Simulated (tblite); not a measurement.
Compound: C5H11BF2Si.
SMILES with atom numbers: `[CH2:1]=[C:2]([CH3:3])[C@@H:4]([CH2:5][SiH3:6])[B:7]([F:8])[F:9]` (hydrogens: H10, H11 on C1; H12, H13, H14 on C3; H15 on C4; H16, H17 on C5; H18, H19, H20 on Si6)

Computed with GFN2-xTB (tblite), gas phase: L-BFGS steps from a force-field or distance-geometry start until the largest atomic force falls under 0.01 eV/Å.

Step 116: E = -784.0277 eV
```
atom  x, y, z in Å  |  force x, y, z in eV/Å
C1     -1.7683    1.2324    0.6211   -0.002  -0.022   0.009
C2     -1.3702    0.1307    0.0043    0.017   0.011   0.023
C3     -2.3379   -0.8071   -0.6519   -0.012  -0.012   0.027
C4      0.0930   -0.2927   -0.0808    0.019   0.006  -0.006
C5      1.0700    0.8889   -0.1628    0.017   0.015   0.006
Si6     2.8424    0.3395   -0.5818   -0.033  -0.011  -0.020
B7      0.3547   -1.2085    1.1837    0.017  -0.027   0.009
F8     -0.0224   -2.4723    1.2450   -0.024  -0.011  -0.005
F9      0.9148   -0.7764    2.2948    0.002   0.025   0.018
H10    -2.8098    1.5027    0.6581   -0.002   0.012   0.006
H11    -1.0875    1.9064    1.1092   -0.003   0.005  -0.011
H12    -2.1754   -1.8268   -0.3062    0.043  -0.005   0.003
H13    -3.3621   -0.5251   -0.4204    0.008   0.013  -0.062
H14    -2.2000   -0.7953   -1.7337   -0.021   0.006   0.024
H15     0.1899   -0.8955   -0.9897   -0.011   0.003  -0.036
H16     0.7014    1.6032   -0.9027    0.005  -0.022   0.001
H17     1.0856    1.4087    0.7955   -0.009   0.020  -0.013
H18     3.3742   -0.4813    0.5044    0.012  -0.033   0.011
H19     3.6794    1.5250   -0.7678   -0.014   0.018   0.006
H20     2.8230   -0.4459   -1.8215   -0.010   0.009   0.008
```

Step 117: E = -784.0284 eV
```
atom  x, y, z in Å  |  force x, y, z in eV/Å
C1     -1.7707    1.2307    0.6257    0.005  -0.021   0.011
C2     -1.3687    0.1309    0.0078    0.007   0.003  -0.009
C3     -2.3350   -0.8081   -0.6496   -0.004  -0.006   0.019
C4      0.0952   -0.2908   -0.0834    0.005   0.006   0.009
C5      1.0720    0.8910   -0.1638    0.010   0.001   0.001
Si6     2.8435    0.3392   -0.5832   -0.034  -0.031  -0.030
B7      0.3527   -1.2058    1.1828    0.028  -0.023   0.000
F8     -0.0264   -2.4693    1.2421   -0.017  -0.007   0.009
F9      0.9078   -0.7715    2.2960   -0.011   0.008   0.001
H10    -2.8142    1.4961    0.6621    0.027   0.012   0.013
H11    -1.0915    1.9066    1.1144   -0.017  -0.002  -0.016
H12    -2.1788   -1.8263   -0.2969    0.039  -0.001   0.008
H13    -3.3599   -0.5199   -0.4309   -0.005   0.009  -0.042
H14    -2.1892   -0.8039   -1.7300   -0.010   0.006   0.009
H15     0.1897   -0.8918   -0.9948   -0.011   0.017  -0.004
H16     0.7031    1.6050   -0.9034    0.008  -0.013   0.001
H17     1.0882    1.4096    0.7952   -0.013   0.021  -0.015
H18     3.3706   -0.4900    0.4997    0.014  -0.018   0.010
H19     3.6799    1.5246   -0.7691   -0.005   0.019   0.013
H20     2.8265   -0.4457   -1.8240   -0.015   0.018   0.013
```

Problem. Estimate the geometry and energy of step 118. (The exact step hangs on the optimiser's Hessian estimate; all steps are aligned on step 117, rigid shifts and turns removed.)

Solution. E = -784.0287 eV, largest force 0.045 eV/Å
```
atom  x, y, z in Å  |  force x, y, z in eV/Å
C1     -1.7708    1.2289    0.6290    0.005  -0.010   0.012
C2     -1.3678    0.1308    0.0089    0.002  -0.006  -0.015
C3     -2.3340   -0.8080   -0.6492    0.009  -0.014   0.002
C4      0.0963   -0.2906   -0.0846    0.000   0.003   0.011
C5      1.0726    0.8915   -0.1645    0.003  -0.004  -0.001
Si6     2.8435    0.3391   -0.5849   -0.026  -0.030  -0.021
B7      0.3526   -1.2051    1.1826    0.024  -0.016  -0.003
F8     -0.0268   -2.4685    1.2423   -0.011  -0.001   0.013
F9      0.9030   -0.7675    2.2970   -0.014  -0.002  -0.007
H10    -2.8147    1.4931    0.6656    0.031   0.011   0.014
H11    -1.0923    1.9052    1.1184   -0.017  -0.005  -0.016
H12    -2.1829   -1.8251   -0.2898    0.027   0.014   0.006
H13    -3.3593   -0.5138   -0.4407   -0.004   0.003  -0.029
H14    -2.1811   -0.8107   -1.7289   -0.008   0.004   0.014
H15     0.1898   -0.8901   -0.9972   -0.010   0.017   0.008
H16     0.7025    1.6051   -0.9037    0.010  -0.006  -0.003
H17     1.0887    1.4098    0.7946   -0.012   0.022  -0.013
H18     3.3683   -0.4937    0.4968    0.014  -0.010   0.006
H19     3.6797    1.5252   -0.7690   -0.005   0.013   0.014
H20     2.8275   -0.4449   -1.8260   -0.017   0.018   0.008
```

The energy changes by -0.0003 eV. The first-order estimate −F·Δx gives -0.0004 eV and the mean of the old and new forces, exact on a quadratic surface, -0.0003 eV. The step makes an angle of 81° with the force vector and moves no atom by more than 0.012 Å.

What follows is the cost of the whole relaxation. Time: 2.1 s wall. Hardware: one thread of an Arm Neoverse N1, no GPU, shared host with 64 logical CPUs at a one-minute load of 60.
